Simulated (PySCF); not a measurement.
## Bonding in `CC(=O)CCC[SiH2]O`

C5H12O2Si.
SMILES with atom numbers: `[CH3:1][C:2](=[O:3])[CH2:4][CH2:5][CH2:6][SiH2:7][OH:8]` (hydrogens: H9, H10, H11 on C1; H12, H13 on C4; H14, H15 on C5; H16, H17 on C6; H18, H19 on Si7; H20 on O8)

Structure used (GFN2-xTB), in Å, numbered top down from 1:
```xyz
20
C5H12O2Si angstrom
C     -2.4980   -1.7449   -0.8491
C     -1.0768   -1.2452   -0.7577
O     -0.4268   -0.9599   -1.7320
C     -0.5413   -1.1397    0.6553
C      0.7094   -0.2649    0.7326
C      0.3895    1.2107    0.5025
Si     1.9446    2.2412    0.1209
O      2.7735    1.5592   -1.0981
H     -3.1690   -0.9536   -0.5184
H     -2.6456   -2.6051   -0.2009
H     -2.7412   -2.0041   -1.8762
H     -0.3045   -2.1590    0.9769
H     -1.3258   -0.7614    1.3139
H      1.1875   -0.3886    1.7059
H      1.4082   -0.6151   -0.0294
H     -0.2944    1.2907   -0.3458
H     -0.1467    1.6045    1.3664
H      2.9069    2.2205    1.2159
H      1.5251    3.5997   -0.2357
H      2.3202    1.1257   -1.8178
```

Bond orders from the PBE0/pcSseg-1 density (PySCF). Geometry: GFN2-xTB, one conformer, isolated molecule.

How far do the computed orders between heavy atoms stray from the drawn ones?

The largest departure is 0.106, at C6–Si7 (drawn single, 0.894).

Give the Mayer order of every bond between heavy atoms, beside its length.

| bond | drawn as | length (Å) | Mayer order |
| --- | --- | --- | --- |
| C1–C2 | single | 1.509 | 1.017 |
| C2–O3 | double | 1.206 | 2.003 |
| C2–C4 | single | 1.515 | 0.948 |
| C4–C5 | single | 1.528 | 1.060 |
| C5–C6 | single | 1.527 | 1.015 |
| C6–Si7 | single | 1.904 | 0.894 |
| Si7–O8 | single | 1.624 | 1.016 |

By pair of heavy elements: C–C: lowest C2–C4 (0.948, 1.515 Å), highest C4–C5 (1.060, 1.528 Å); in 3 of the 6 pairs the longer bond (by over 0.003 Å) has the higher order (by 0.02 or more).

And the bonds to hydrogen?

C–H: 0.92 to 0.96 (9 bonds); H–Si: 0.90 to 0.92 (2 bonds); H–O: 0.93 (1 bond).

Sum the orders of all bonds at each heavy atom with more than one neighbour and set the sums beside the valence in the SMILES.

C1 3.862 (drawn 4), C2 3.968 (drawn 4), C4 3.870 (drawn 4), C5 3.964 (drawn 4), C6 3.798 (drawn 4), Si7 3.734 (drawn 4), O8 1.946 (drawn 2). Orders between atoms that aren't bonded are not in these sums.

The Mayer order sums products of elements of PS (density times overlap matrix) between the two atoms' basis functions, so it depends on the basis set.
